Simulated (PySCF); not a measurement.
Electric field gradients and quadrupole coupling constants

Species: 2,5-difluoropyridine, C5H3F2N.
Structure used (PBE0-D3(BJ)/def2-SVP), in Å, numbered top down from 1:
```
atom  x, y, z in Å
F1    -2.6928    0.4401    0.0970
C2    -1.4029    0.1264    0.0608
C3    -0.4381    1.1293    0.0562
C4     0.8969    0.7504    0.0211
C5     1.1744   -0.6177   -0.0075
F6     2.4402   -1.0067   -0.0395
N7     0.2693   -1.5613   -0.0047
C8    -1.0130   -1.2070    0.0288
H9    -0.7407    2.1783    0.0803
H10    1.7086    1.4794    0.0157
H11   -1.7699   -1.9986    0.0310
```

Field gradients from the PBE0/pcSseg-1 density (PySCF, non-relativistic), principal values in atomic units, ordered |Vxx| ≤ |Vyy| ≤ |Vzz|:

```
atom     Vxx     Vyy      Vzz
  N7  0.4228  0.6390  -1.0618
```

**Question.** Find the asymmetry η = (Vxx − Vyy)/Vzz and the couplings χ = eQV/h (234.96 MHz × Q in barn × V in au), with Q(14N) = 0.02044 b.

**Answer.** 
```
atom             environment  nucleus     η  χzz (MHz)  χxx (MHz)  χyy (MHz)
  N7  pyridine-type nitrogen      14N  0.20      -5.10       2.03       3.07
```

**Question.** What is Vzz at N7 in SI units (1 au = 9.71736 × 10²¹ V/m²)?

**Answer.** -1.0618 au = -10.318 × 10²¹ V/m².

**Question.** And the gradient at the other heavy atoms, for which no coupling is worked out here?

**Answer.** 
| atom | environment | Vzz (au) | η |
| --- | --- | --- | --- |
| F1 | aryl fluorine | 2.992 | 0.11 |
| C2 | aromatic C–F carbon | -0.428 | 0.75 |
| C3 | aromatic CH carbon | 0.323 | 0.13 |
| C4 | aromatic CH carbon | 0.240 | 0.18 |
| C5 | aromatic C–F carbon | -0.368 | 0.49 |
| F6 | aryl fluorine | 2.889 | 0.18 |
| C8 | aromatic CH next to a ring nitrogen | 0.257 | 0.61 |

**Question.** What couplings would deuterons (Q(2H) = 0.00286 b) have in place of the hydrogens, at this geometry?

**Answer.** 
```csv
atom,bonded to,bond length (Å),Vzz (au),η,χzz (kHz)
H9,C3,1.092,0.3018,0.06,203
H10,C4,1.091,0.3042,0.07,204
H11,C8,1.095,0.2935,0.07,197
```

Geometry: PBE0-D3(BJ)/def2-SVP; no solvent, vibrations or thermal averaging. A larger basis could move these couplings by a tenth or more.

These values come from a run that also computed NMR shieldings. The run took 31 s of wall time on x86-64 server, one thread, no GPU, on a shared host.
